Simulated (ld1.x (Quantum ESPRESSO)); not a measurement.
# P: one change to a TM potential, before and after

```
Element                 : phosphorus (P)
Generator               : ld1.x (Quantum ESPRESSO) 7.5
Type                    : norm-conserving Troullier–Martins (Kleinman–Bylander form)
Functional              : PBE
Relativity              : scalar-relativistic
Frozen core             : [Ne]
Valence charge          : 5
Reference configuration : 3s2 3p2.5 (charge +0.5)
Partial waves           : 3p (bound): rc 1.65 bohr; 3s (bound): rc 1.65 bohr
Local potential         : the s channel
Core correction         : none
```

Change: all radii scaled by about 1.14 (s 1.88, p 1.88 bohr).

Cutoffs: the cutoffs (Ry, on a coarse ladder) from which the occupation-weighted sum of valence levels, in a spherical-Bessel basis at the reference potential, stays within 10 and 1 mRy of its value at 400 Ry; they do not see the model core or the augmentation charge, which bear on the density cutoff. Errors are all-electron minus pseudo energies relative to the spin-unpolarised reference configuration.

Task: How do hardness, ghosts and transferability respond?

Result: The potential gets softer (25 Ry and 50 Ry → 18 Ry and 40 Ry); of the 7 tests that both files solve, the error grows in 6 and shrinks in 0 by more than 15 % and 0.3 meV (median size 1.1 → 3.6 meV); neither file shows a bound ghost. A larger radius leaves more room for a smooth pseudo-wave, so fewer plane waves are needed. More of the atom is replaced by a form fitted at one configuration, so other configurations suffer.

| quantity | base | changed |
| --- | --- | --- |
| cutoff, loose | 25 Ry | 18 Ry |
| cutoff, tight | 50 Ry | 40 Ry |
| loose cutoff by channel (10 mRy a level) | p 8 Ry, s 18 Ry | p 8 Ry, s 15 Ry |
| bound ghosts | none | none |
| error for 3s2 3p3, meV [ΔE -3.77 eV] | +0.6 | +1.0 |
| error for 3s2 3p2, meV [ΔE 5.95 eV] | +0.4 | +1.0 |
| error for 3s2 3p1, meV [ΔE 25.10 eV] | +9.3 | +17 |
| error for 3s2 3p3.3, meV [ΔE -5.08 eV] | +1.1 | +2.0 |
| error for 3s1 3p4, meV [ΔE 4.76 eV] | +0.5 | +3.6 |
| error for 3s2 3p0, meV [ΔE 54.84 eV] | +45 | +73 |
| error for 3s1 3p0, meV [ΔE 106.85 eV] | +203 | +215 |
